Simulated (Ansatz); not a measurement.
Ansatz (a quantum-chemistry and plane-wave program) input:

Ansatz 0.2 input:
```yaml
crystal:
  periodic: [false, false, false]
  atoms:
    - {symbol: C, position_ang: [2.70378120, -0.74676755, 0.18201373]}
    - {symbol: Si, position_ang: [1.18286858, -1.06805998, -0.87710800]}
    - {symbol: Si, position_ang: [-0.70621169, -0.05371918, 0.06794327]}
    - {symbol: C, position_ang: [-1.09338066, -0.73261110, 1.76928397]}
    - {symbol: C, position_ang: [-2.21280601, -0.12280002, -1.03843748]}
    - {symbol: Cl, position_ang: [-0.19565880, 1.96853211, 0.31373967]}
    - {symbol: H, position_ang: [2.58157167, -1.17837705, 1.17706404]}
    - {symbol: H, position_ang: [3.59767790, -1.18132528, -0.26823099]}
    - {symbol: H, position_ang: [2.86343209, 0.32639406, 0.29700510]}
    - {symbol: H, position_ang: [0.94192477, -2.53213221, -1.00039076]}
    - {symbol: H, position_ang: [1.38231637, -0.53415737, -2.24932928]}
    - {symbol: H, position_ang: [-1.92857674, -0.19202560, 2.21926107]}
    - {symbol: H, position_ang: [-0.23359582, -0.64370467, 2.43474365]}
    - {symbol: H, position_ang: [-1.36521071, -1.78905768, 1.70153359]}
    - {symbol: H, position_ang: [-3.04848970, 0.41529848, -0.58636000]}
    - {symbol: H, position_ang: [-2.00562578, 0.32252902, -2.01222607]}
    - {symbol: H, position_ang: [-2.51798811, -1.16050706, -1.19549980]}
basis:
  gaussian:
    orbitals: 6-31G
magnetization: {spin_polarized: false}
correlation: {method: ccsd_t, electrons: outside_noble_gas}
```

Q: Which total energy does the run end on?

A: -1157.75589 Eh (CCSD(T)/6-31G). The basis has 88 functions.
